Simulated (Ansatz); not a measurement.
Task: Name a neutral molecule of F, Sb and H with HOMO energy (B3LYP/def2-TZVPP) between -8.45 and -8.15 eV and HOMO–LUMO gap (PBE/def2-TZVPP) between 4.35 and 4.65 eV (Ansatz, PBE0-D4/def2-TZVP geometry).

Result: `[F][SbH][F]` (-8.16 eV, 4.59 eV). Other molecules can fit too; these were computed, each in one conformer that needn't be the lowest.

B3LYP here is the variant with VWN-RPA as its local correlation; programs differ in this.
